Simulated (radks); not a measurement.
Values are calculated unless marked as measured or tabulated.
All-electron atom: Er4+ in [Kr] 4d10 4f10 5s2 5p5 5d1 (not the ground configuration). Code: a radial shooting solver on a logarithmic mesh with Libxc functionals. Model: Dirac Kohn-Sham, PBEsol, spin-unpolarised, spherical densities, point nucleus; open shells fill j = l - 1/2 first. Some entries of the table are withheld. Estimate them.

orbital,occ.,eigenvalue (hartree),<r^2> (bohr^2)
1s1/2,2,-2107.326,0.0005681
2s1/2,2,-355.5977,0.008779
2p1/2,2,(1),0.006332
2p3/2,4,(2),0.007552
3s1/2,2,-81.35846,0.05799
3p1/2,2,-73.99052,0.05366
3p3/2,4,-66.92090,0.06051
3d3/2,4,(3),0.04767
3d5/2,6,(4),0.04957
4s1/2,2,-17.75409,0.2906
4p1/2,2,-14.80834,(5)
4p3/2,4,-13.20416,(6)
4d3/2,4,(7),0.3815
4d5/2,6,(8),0.3959
5s1/2,2,-3.72077,1.610
5p1/2,2,-2.86395,1.948
5p3/2,3,-2.62234,2.201
4f5/2,6,(9),0.6532
4f7/2,4,(10),0.6711
5d3/2,1,-1.46335,3.788
5d5/2,0,-1.43635,3.920

Answer. 
(1) 2p1/2 eigenvalue (hartree): -338.8013
(2) 2p3/2 eigenvalue (hartree): -305.1281
(3) 3d3/2 eigenvalue (hartree): -54.31653
(4) 3d5/2 eigenvalue (hartree): -52.77159
(5) 4p1/2 <r^2> (bohr^2): 0.3031
(6) 4p3/2 <r^2> (bohr^2): 0.3404
(7) 4d3/2 eigenvalue (hartree): -8.35109
(8) 4d5/2 eigenvalue (hartree): -8.05750
(9) 4f5/2 eigenvalue (hartree): -2.17763
(10) 4f7/2 eigenvalue (hartree): -2.13221
